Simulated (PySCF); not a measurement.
Ionising TlB

PBE0; Tl aug-cc-pVDZ-PP with ECP60, B aug-cc-pVDZ; scalar-relativistic core potentials (PySCF 2.14). Neutral (UKS): triplet (σ ↑, π ↑), Re = 2.488 Å, ωe = 346 cm⁻¹, De = 1.67 eV, HOMO -4.83 eV, LUMO -2.85 eV.

TlB⁺ (UKS): doublet (σ ↑), Re = 3.086 Å, ωe = 175 cm⁻¹. The energies at the minima are -197.17231 hartree for TlB and -196.93501 for TlB⁺.

Problem. Work out the adiabatic ionisation energy, without and with harmonic zero-point energies (1 hartree = 27.2114 eV, 1 eV = 8065.5 cm⁻¹), and the change of the bond length.

Solution. At PBE0: 0.23730 hartree = 6.457 eV between the minima; the zero-point term (175.0 − 346.0)/2 cm⁻¹ = -0.011 eV makes it 6.447 eV. Re changes by +59.8 pm against the neutral. The electron leaves a π orbital, and the ion is left as a loose complex of an ion and an atom.

TlB⁻ (UKS): quartet (σ ↑, π ↑↑), Re = 2.307 Å, ωe = 423 cm⁻¹, De = 2.63 eV to Tl⁻ + B. The energies at the minima are -197.17231 hartree for TlB and -197.22270 for TlB⁻.

Problem. Work out the adiabatic electron affinity, without and with harmonic zero-point energies (1 hartree = 27.2114 eV, 1 eV = 8065.5 cm⁻¹), and the change of the bond length.

Solution. At PBE0: 0.05039 hartree = 1.371 eV between the minima; the zero-point term (346.0 − 423.0)/2 cm⁻¹ = -0.005 eV makes it 1.366 eV. Re changes by -18.1 pm against the neutral. The electron enters a π orbital; the charge polarises the partner, so the anion is bound more strongly.

These are scalar-relativistic numbers at best; spin–orbit coupling would shift them, the dissociation energy most. For an ion De counts to the pair picked by the measured ionisation energies or electron affinities, which need not be the lowest pair at this level. The highest Kohn–Sham level is positive in this anion. Much of that is self-interaction error, but it also means that the finite basis helps to hold the extra electron. States were picked by a PBE0 search and need not be the measured ground states.
